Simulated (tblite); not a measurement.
CrO3, triplet, geometry from GFN2-xTB (such geometries of metal compounds can be far from the true shape) (the multiplicity is a formal guess); GFN1-xTB (tblite).

The tblite input:
```
$ tblite run mol.xyz --method gfn1 --charge 0 --spin 2 --spin-polarized --json tblite.json --no-restart

# file mol.xyz
4

Cr    -0.00000000     0.00000000    -0.00000000
O     -1.06904109    -1.12345163    -0.13471675
O     -0.06369537     1.25002432    -0.92548535
O      1.13273646    -0.12657268     1.06020210
```

What the program printed (banner, timings and long lists left out):

```
xTB calculator
 | screened Coulomb repulsion
 | Coulomb electrostatics
 |  * isotropic Klopman-Ohno-Mataga-Nishimoto electrostatics
 |  * onsite third-order electrostatics
 | DFT-D3(BJ) dispersion correction
 | Interactions (1)
 | [1] spin polarization

halogen bonding energy    0.0000000000000E+00 Eh
repulsion energy          9.6399621840816E-02 Eh
dispersion energy        -9.0118348114051E-04 Eh
interaction energy        0.0000000000000E+00 Eh
number of electrons       2.4000000000000E+01 e
integral cutoff           4.0000000000000E+01 bohr

------------------------------------------------------------
  cycle        total energy    energy error   density error
------------------------------------------------------------
      1     -11.73038046109  -1.1825879E+01   1.0729678E+00
      2     -18.15138295325  -6.4210025E+00   1.9864411E+00
      3     -14.23628196148   3.9151010E+00   6.4050002E-01
      4     -14.14645051305   8.9831448E-02   1.1270559E+00
      5     -14.60453785919  -4.5808735E-01   8.0575716E-01
      6     -14.58504566281   1.9492196E-02   8.1720008E-01
      7     -15.73219501107  -1.1471493E+00   6.4392695E-02
      8     -15.74712627075  -1.4931260E-02   2.5171316E-02
      9     -15.74764876317  -5.2249242E-04   2.4817122E-02
     10     -15.74790432763  -2.5556447E-04   2.2446401E-02
     11     -15.74790018447   4.1431655E-06   2.0119363E-02
     12     -15.74796266529  -6.2480822E-05   6.6053048E-03
     13     -15.74798836317  -2.5697883E-05   1.6192579E-03
     14     -15.74799069399  -2.3308184E-06   1.4231380E-03
     15     -15.74799247764  -1.7836517E-06   1.2153485E-03
     16     -15.74799621684  -3.7391936E-06   4.8153914E-04
     17     -15.74799683498  -6.1813855E-07   4.6679573E-05
     18     -15.74799683972  -4.7426401E-09   4.0738463E-06
------------------------------------------------------------

electronic energy        -1.5843495278077E+01 Eh
total energy             -1.5747996839718E+01 Eh

Post processing:
 | Mayer-Wiberg bond orders

[Info] JSON dump of results written to 'tblite.json'
```
